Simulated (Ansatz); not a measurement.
Results of the Gaussian-basis code of Ansatz.

A structure relaxed at PBE0-D4/def2-TZVP, charge 0, multiplicity 1:

```csv
atom,x (Å),y (Å),z (Å)
B1,0.1077,-2.5666,0.3176
Ge2,-0.2875,-0.6233,0.8383
O3,0.2023,0.4530,-0.5024
Si4,0.1871,2.0153,-0.8944
F5,0.7442,2.1564,-2.3809
H6,0.5836,-2.8402,-0.7402
H7,-0.1447,-3.4390,1.0930
H8,-1.7874,-0.3590,1.0932
H9,0.4995,-0.1632,2.0845
H10,1.0867,2.8030,-0.0169
H11,-1.1915,2.5636,-0.8917
```

(1) Give its formula and SMILES.

(2) Point group (tolerance 0.08 Å, 0.16 Å for H)?

(3) Summarise the bond lengths by kind.

## Answers

(1) BFGeH6OSi, `[BH2][GeH2][O][SiH2]F`.

(2) Cs.

(3) 1 × B–Ge 2.050 Å; 2 × B–H 1.192 to 1.194 Å; 1 × Ge–O 1.788 Å; 2 × Ge–H 1.544 Å; 1 × O–Si 1.611 Å; 1 × F–Si 1.594 Å; 2 × H–Si 1.483 to 1.484 Å.
